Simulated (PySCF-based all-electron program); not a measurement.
**SiH6Ru, singlet: all-electron forces**

All-electron Kohn–Sham DFT on the free molecule, computed near the basis limit with an in-house program on PySCF integrals; Koelling–Harmon scalar relativity, no spin–orbit coupling, spin-restricted. Forces are good to about 0.010 eV/Å. Atoms are numbered as listed.

Shape A:

```xyz
8

Ru    0.0000    0.0000    0.0000
Si    0.0000    0.0000    2.3110
H     1.4970    0.0000   -0.4864
H    -0.7485    1.2964   -0.4864
H    -0.7485   -1.2964   -0.4864
H     0.7076    1.2256    2.8289
H    -1.4152    0.0000    2.8289
H     0.7076   -1.2256    2.8289
```

PBE forces:

| atom | Fx | Fy | Fz (eV/Å) |
| --- | --- | --- | --- |
| Ru1 | 0.000 | 0.000 | 0.000 |
| Si2 | 0.000 | 0.000 | 0.009 |
| H3 | -0.006 | 0.000 | 0.013 |
| H4 | 0.003 | -0.005 | 0.013 |
| H5 | 0.003 | 0.005 | 0.013 |
| H6 | -0.021 | -0.036 | -0.016 |
| H7 | 0.042 | 0.000 | -0.016 |
| H8 | -0.021 | 0.036 | -0.016 |

What forces does LDA give in shape A?

The forces move by 0.255 eV/Å (r.m.s. over the atoms) from PBE.

| atom | Fx | Fy | Fz (eV/Å) |
| --- | --- | --- | --- |
| Ru1 | 0.000 | 0.000 | 0.411 |
| Si2 | 0.000 | 0.000 | -0.498 |
| H3 | -0.174 | 0.000 | 0.068 |
| H4 | 0.087 | -0.150 | 0.068 |
| H5 | 0.087 | 0.150 | 0.068 |
| H6 | -0.019 | -0.033 | -0.039 |
| H7 | 0.039 | 0.000 | -0.039 |
| H8 | -0.019 | 0.033 | -0.039 |

What forces does PBEsol give in shape A?

The forces move by 0.145 eV/Å (r.m.s. over the atoms) from PBE.

```tsv
atom	Fx	Fy	Fz (eV/Å)
Ru1	0.000	0.000	0.185
Si2	0.000	0.000	-0.297
H3	-0.107	0.000	0.049
H4	0.053	-0.092	0.049
H5	0.053	0.092	0.049
H6	0.000	0.001	-0.012
H7	-0.001	0.000	-0.012
H8	0.000	-0.001	-0.012
```

Shape B:

| atom | x (Å) | y (Å) | z (Å) |
| --- | --- | --- | --- |
| Ru | 0.0000 | 0.0000 | 0.0000 |
| Si | 0.0000 | 0.0000 | 2.5421 |
| H | 1.4970 | 0.0000 | -0.4864 |
| H | -0.7485 | 1.2964 | -0.4864 |
| H | -0.7485 | -1.2964 | -0.4864 |
| H | 0.7076 | 1.2256 | 3.0600 |
| H | -1.4152 | 0.0000 | 3.0600 |
| H | 0.7076 | -1.2256 | 3.0600 |

Against shape A, Ru1–Si2 goes from 2.311 to 2.542 Å.

PBE forces:

```
atom      Fx      Fy  Fz (eV/Å)
 Ru1   0.000   0.000      1.658
 Si2   0.000   0.000     -1.334
  H3  -0.058   0.000     -0.030
  H4   0.029  -0.050     -0.030
  H5   0.029   0.050     -0.030
  H6  -0.054  -0.093     -0.078
  H7   0.108   0.000     -0.078
  H8  -0.054   0.093     -0.078
```

What forces does LDA give in shape B?

The forces move by 0.187 eV/Å (r.m.s. over the atoms) from PBE.

```csv
atom,Fx,Fy,Fz (eV/Å)
Ru1,0.000,0.000,1.908
Si2,0.000,0.000,-1.685
H3,-0.227,0.000,0.024
H4,0.113,-0.196,0.024
H5,0.113,0.196,0.024
H6,-0.053,-0.092,-0.098
H7,0.107,0.000,-0.098
H8,-0.053,0.092,-0.098
```

What forces does PBEsol give in shape B?

The forces move by 0.116 eV/Å (r.m.s. over the atoms) from PBE.

```
atom      Fx      Fy  Fz (eV/Å)
 Ru1   0.000   0.000      1.772
 Si2   0.000   0.000     -1.567
  H3  -0.160   0.000      0.004
  H4   0.080  -0.138      0.004
  H5   0.080   0.138      0.004
  H6  -0.033  -0.057     -0.072
  H7   0.066   0.000     -0.072
  H8  -0.033   0.057     -0.072
```

Shape C:

| atom | x (Å) | y (Å) | z (Å) |
| --- | --- | --- | --- |
| Ru | 0.0000 | 0.0000 | 0.0000 |
| Si | 0.0000 | 0.0000 | 2.0799 |
| H | 1.4970 | 0.0000 | -0.4864 |
| H | -0.7485 | 1.2964 | -0.4864 |
| H | -0.7485 | -1.2964 | -0.4864 |
| H | 0.7076 | 1.2256 | 2.5978 |
| H | -1.4152 | 0.0000 | 2.5978 |
| H | 0.7076 | -1.2256 | 2.5978 |

Against shape A, Ru1–Si2 goes from 2.311 to 2.080 Å.

What forces does PBE give in shape C?



```csv
atom,Fx,Fy,Fz (eV/Å)
Ru1,0.000,0.000,-3.997
Si2,0.000,0.000,3.639
H3,0.070,0.000,0.067
H4,-0.035,0.061,0.067
H5,-0.035,-0.061,0.067
H6,0.035,0.060,0.052
H7,-0.069,0.000,0.052
H8,0.035,-0.060,0.052
```

What forces does LDA give in shape C?

The forces move by 0.354 eV/Å (r.m.s. over the atoms) from PBE.

| atom | Fx | Fy | Fz (eV/Å) |
| --- | --- | --- | --- |
| Ru1 | 0.000 | 0.000 | -3.363 |
| Si2 | 0.000 | 0.000 | 2.927 |
| H3 | -0.096 | 0.000 | 0.123 |
| H4 | 0.048 | -0.083 | 0.123 |
| H5 | 0.048 | 0.083 | 0.123 |
| H6 | 0.038 | 0.065 | 0.023 |
| H7 | -0.076 | 0.000 | 0.023 |
| H8 | 0.038 | -0.065 | 0.023 |

What forces does PBEsol give in shape C?

The forces move by 0.187 eV/Å (r.m.s. over the atoms) from PBE.

```tsv
atom	Fx	Fy	Fz (eV/Å)
Ru1	0.000	0.000	-3.712
Si2	0.000	0.000	3.240
H3	-0.029	0.000	0.105
H4	0.014	-0.025	0.105
H5	0.014	0.025	0.105
H6	0.057	0.098	0.052
H7	-0.113	0.000	0.052
H8	0.057	-0.098	0.052
```
